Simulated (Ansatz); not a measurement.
Ansatz (a first-principles code) input (B2PLYP/def2-TZVPD):

Ansatz 0.2 input:
```yaml
crystal:
  periodic: [false, false, false]
  atoms:
    - {symbol: N, position_ang: [2.19164445, -0.41795859, 0.83950456]}
    - {symbol: C, position_ang: [0.88040967, -0.19138968, 0.31527920]}
    - {symbol: C, position_ang: [0.09062366, -1.24655439, -0.24971919]}
    - {symbol: C, position_ang: [-1.18891843, -0.93781674, -0.68999537]}
    - {symbol: S, position_ang: [-1.36726998, 0.76123062, -0.35235814]}
    - {symbol: C, position_ang: [0.22311432, 1.00852427, 0.33747030]}
    - {symbol: H, position_ang: [2.64638509, -1.16172056, 0.32370643]}
    - {symbol: H, position_ang: [2.76544375, 0.41242333, 0.76456084]}
    - {symbol: H, position_ang: [0.50233661, -2.25504032, -0.32052683]}
    - {symbol: H, position_ang: [0.58926772, 1.95377707, 0.71524828]}
basis:
  gaussian:
    orbitals: def2-TZVPD
hamiltonian:
  xc: {name: B2PLYP}
total_charge: -1
magnetization: {spin_polarized: false}
correlation: {electrons: outside_noble_gas}
```

End of the output:

```
integrals: 0.67 GiB planned
1757 factors; integrals over basis functions are off by at most 1.2e-3 eV
0.46 GiB of the device are held for the grids
1.58 GiB of device memory are held for the factors and their scratch space
mean field: 1.86 GiB planned
mean field evaluation 1: about -16517.6870 eV, gradient 4.3e1 eV
mean field evaluation 2: about -16517.7984 eV, gradient 4.3e1 eV
mean field evaluation 4: about -16522.0991 eV, gradient 8.6e0 eV
mean field evaluation 8: about -16522.2968 eV, gradient 8.5e-1 eV
mean field evaluation 16: about -16522.2992 eV, gradient 4.2e-4 eV
mean field -16522.29919340 eV, -607.1832961409 hartree, gradient 3.0e-6 eV, S^2 0.000000; 0 other end points of the search recorded, 0 dependent functions left out
10 core orbitals not correlated
reference -16522.29937254 eV, -607.1833027239 hartree; 16, 16 occupied and 241, 241 virtual orbitals, 1757 factors
second order -34.39769933 eV of doubles, -0.00000000 eV of singles
Total energy: -16531.58675135 eV, -607.5246076003 hartree
```

It need not be the lowest isomer of its formula. Whether it binds its extra electron was not tested at this geometry.
